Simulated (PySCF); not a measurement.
Electron correlation in Pt (platinum, neutral)

[Xe] 4f14 5d9 6p1, one real determinant (an excited configuration). All numbers are calculated (PySCF 2.14, a scalar-relativistic core potential, in aug-cc-pVDZ-PP with ECP60MDF). Frozen: 5s2 5p6; 10 electrons correlated.

| level | correlation energy (mhartree) |
| --- | --- |
| CCSD | -235.38 |
| (T) | -9.79 |
| CCSD(T) | -245.17 |

Diagnostics: T1 = 0.022, D1 = 0.0920, largest double amplitude 0.071.

The real determinant used has ⟨L²⟩ near 8 against 12 for a pure F term, so it mixes terms. Spin-orbit coupling, absent here, splits the open shell strongly.

Cost of the coupled-cluster step: roughly 6 core-seconds, for 10 correlated electrons.

The reference is one real determinant that mixes LS terms of this configuration.
